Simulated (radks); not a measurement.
Spin polarisation of the 5p3 shell in neutral antimony. Start: [Kr] 4d10 5s2 5p(up 1.5, down 1.5); electrons of 5p are moved from spin down to spin up, other shells keep equal spins. Calculated with a radial shooting solver on a logarithmic mesh with Libxc functionals: non-relativistic Kohn-Sham, LDA (Slater exchange, Perdew-Wang correlation), spin-polarised, spherical densities, point nucleus.

moment (Bohr magnetons)  E - E(0) (eV)  e(5p up) (eV)  e(5p down) (eV)  5s down minus up (eV)
0                                0.000         -5.051           -5.051                  0.000
0.75                            -0.071         -5.225           -4.848                  0.388
1.5                             -0.284         -5.372           -4.610                  0.782
2.25                            -0.643         -5.491           -4.335                  1.183
3                               -1.153         -5.579           -4.017                  1.592

At moment 3 the spin-polarisation energy is -1.153 eV and the 5p exchange splitting 1.561 eV, that is 0.520 eV per Bohr magneton; E = -I m^2/4 would give I = 0.512 eV.
